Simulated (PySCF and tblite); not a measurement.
Results of a calculation; reference values are marked as such.
System: C8H9O2S (charge -1), numbered as in [CH2:1]=[C:2]([CH3:3])[c:4]1[o:5][c:6]([S-:7])[cH:8][c:9]1[O:10][CH3:11].

Level: PBE/pcSseg-1 + D3(BJ) on GFN2-xTB stationary points, with GFN2-xTB thermal terms. Rates follow Eyring's equation with the number of equivalent paths and no tunnelling. (PySCF 2.14 with density fitting, tblite 0.8.)

The ion is treated without a counter-ion.

Question: Estimate the barrier and the room-temperature rate of the rotation about the C4–C2 bond (torsion O5–C4–C2–C1 from -180° to 0°, rising).

Answer: The electronic barrier is 13.5 kcal/mol and ΔG‡(298 K) 13.6 kcal/mol, over a C1 saddle with an imaginary mode of 91i cm⁻¹ (GFN2-xTB). With 2 equivalent paths, k is 1280 s⁻¹, a mean lifetime of the start of 780 µs against this motion. The end lies 0.1 kcal/mol below the start in free energy.
